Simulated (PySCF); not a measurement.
## Electric field gradients and quadrupole coupling constants

C₆H₅O₂ (charge -1).
Cartesian coordinates in Å at the GFN2-xTB level; atoms count from 1:
```
atom  x, y, z in Å
C1    -1.274    1.572   -0.507
C2    -0.830    0.373   -0.126
C3    -1.756   -0.790    0.107
C4     0.542    0.102    0.085
C5     1.703   -0.160    0.308
C6     3.166   -0.565    0.330
O7     3.759   -0.478    1.408
O8     3.549   -0.944   -0.786
H9    -0.600    2.395   -0.672
H10   -2.324    1.764   -0.668
H11   -2.792   -0.512   -0.089
H12   -1.668   -1.136    1.137
H13   -1.480   -1.620   -0.544
```

Field gradients from the PBE0/pcSseg-1 density (PySCF, non-relativistic), principal values in atomic units, ordered |Vxx| ≤ |Vyy| ≤ |Vzz|:

| atom | Vxx | Vyy | Vzz |
| --- | --- | --- | --- |
| O7 | 0.4622 | 0.9251 | -1.3873 |
| O8 | 0.3628 | 0.9165 | -1.2794 |

Find the asymmetry η = (Vxx − Vyy)/Vzz and the couplings χ = eQV/h (234.96 MHz × Q in barn × V in au), with Q(17O) = −0.0256 b.

| atom | environment | nucleus | η | χzz (MHz) | χxx (MHz) | χyy (MHz) |
| --- | --- | --- | --- | --- | --- | --- |
| O7 | carboxylate oxygen | 17O | 0.33 | 8.34 | -2.78 | -5.56 |
| O8 | carboxylate oxygen | 17O | 0.43 | 7.70 | -2.18 | -5.51 |

The tensor is traceless: Vxx + Vyy + Vzz = 0.

What is Vzz at O8 in SI units (1 au = 9.71736 × 10²¹ V/m²)?

-1.2794 au = -12.432 × 10²¹ V/m².

And the gradient at the other heavy atoms, for which no coupling is worked out here?

| atom | environment | Vzz (au) | η |
| --- | --- | --- | --- |
| C1 | terminal =CH2 carbon | 0.159 | 0.68 |
| C2 | fully substituted alkene carbon | 0.296 | 0.71 |
| C3 | allylic carbon | 0.062 | 0.07 |
| C4 | alkyne carbon | -0.208 | 0.76 |
| C5 | alkyne carbon | -0.424 | 0.39 |
| C6 | carboxylate carbon | -0.340 | 0.78 |

Were the hydrogens deuterons (Q(2H) = 0.00286 b), χzz would run from 209 kHz (H13 and H12) to 229 kHz (H9).

Isolated species at its GFN2-xTB geometry, gas phase. The pcSseg-1 basis has no diffuse functions, a weakness for an anion. GFN2-xTB bond lengths can be off by several hundredths of an ångström, more for odd bonds, and the gradients follow them. With so small a basis the couplings can be 20 % off.

The run behind these numbers computed NMR shieldings as well. Hardware: one thread of an Intel Xeon at 2.50 GHz, shared host with 64 logical CPUs at a one-minute load of 60. Cost: 67 s wall (grids of density and orbitals included), 0.73 GiB resident at most.
